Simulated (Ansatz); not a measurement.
System: dichloro(dimethyl)germane, C₂H₆Cl₂Ge, net charge 0, singlet state. 
Structure (B3LYP-D3(BJ)/def2-TZVP (Ansatz, a quantum-chemistry and plane-wave program) minimum search):
```xyz
11

C      1.6258    -1.2076    -0.6081
Ge    -0.0062    -0.2828    -0.0900
C     -1.6805    -1.2707    -0.1803
Cl     0.2447     0.4232     1.9539
Cl    -0.2026     1.4833    -1.3474
H      1.7747    -2.0725     0.0376
H      2.4697    -0.5287    -0.5044
H      1.5466    -1.5322    -1.6451
H     -2.4951    -0.6234     0.1379
H     -1.8557    -1.5971    -1.2049
H     -1.6276    -2.1374     0.4778
```
Charge 0, spin multiplicity 1.

Basis-set convergence of Hartree-Fock and CCSD(T) correlation energies (hartree) with Ansatz. Valence correlation only, unless marked. No spin-orbit coupling. Frozen are the shells of the preceding noble gas and the d and f shells that filled before the atom's block. Non-relativistic.

```
basis        functions        E(HF)  E(corr, CCSD(T))
-----------  ---------  -----------  ----------------
def2-SVPD          180  -3073.12360          -0.77562
def2-TZVPPD        332  -3073.77738          -0.95369
def2-QZVPPD        577  -3073.84625          -1.01649
```

Extrapolating the two largest sets (X = 3 and 4) as X^-3: E(corr) = (64·(-1.01649) - 27·(-0.95369))/37 = -1.0623 Eh, an estimate of the basis-set limit. The largest set recovers 95.7 % of it, the smallest 73.0 %.
